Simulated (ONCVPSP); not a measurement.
## What the settings do to the ONCV potential of Mn

Base potential:

ONCVPSP 4.0.1 input, shortened (lines: element, Z, core and valence counts, functional; n l f; lmax; l rc ep ncon nbas qcut; lloc lpopt rc5 dvloc0; l nproj debl; icmod fcfact rcfact), LDA (Perdew-Wang 92), scalar-relativistic:

```
  Mn 25.00    5    2  -001012      upf
    1    0    2.00
    2    0    2.00
    2    1    6.00
    3    0    2.00
    3    1    6.00
    3    2    6.00
    4    0    1.00
    2
    0    2.70    0.00    3    7    3.00
    1    2.10    0.07    4    9    4.60
    2    1.00    0.00    4    8   11.30
    2    5    1.00    0.00
    0    1    1.30
    1    2    3.20
    2    0    2.90
    1    0.60    0.00
```

Cutoffs, loose and tight: the cutoffs (Ha) at which the residual kinetic energy of the hardest occupied pseudo-wave falls to 1 and 0.1 mHa per electron. They do not see the model core or the augmentation charge, which bear on the density cutoff. Test errors are all-electron minus pseudo excitation energies from the reference, over the configurations 3d5 4s2; 3d5 4s1; 3d5 4s0; 3d4 4s2 4p1. A dash means not determined; rows that change the core or the reference have their own tests. The largest error is taken over the tests solved by every variant that gives reliable tests at all: 3d5 4s0; 3d5 4s1; 3d5 4s2.

A true bound ghost makes a file unfit for plane-wave use even where its test errors are small: the radial tests pick states by their node count and pass the ghost by.

| change | outcome | cutoff, loose | cutoff, tight | bound ghosts | GHOST(+) flags above zero | largest test error (meV) |
| --- | --- | --- | --- | --- | --- | --- |
| base | generated | 85 Ha | 226 Ha | s | p | -98 |
| functional PBE | generated | 83 Ha | 225 Ha | s | p | -102 |
| p: rc 2.24 | generated | 85 Ha | 226 Ha | s, p | none | -98 |
| core correction Teter function, fcfact 5.5, rcfact 1.65 | generated | 85 Ha | 226 Ha | s | p | -278 |
| s: qcut 2.4; p: qcut 3.7; d: qcut 9.1 | generated | 224 Ha | 261 Ha | s | p | -110 |

(1) What comes out with this change to the base: reference 3d5 4s2?

(2) What comes out with this change to the base: d: ncon 5, nbas 9?

Results:

(1) outcome: generated; cutoff, loose: 90 Ha; cutoff, tight: 227 Ha; bound ghosts: s, p; GHOST(+) flags above zero: none; largest test error (meV): -206 over the solved tests; 1 of 4 tests not solved or not reliable.

(2) outcome: generated; cutoff, loose: 169 Ha; cutoff, tight: 288 Ha; bound ghosts: s; GHOST(+) flags above zero: p; largest test error (meV): -99.
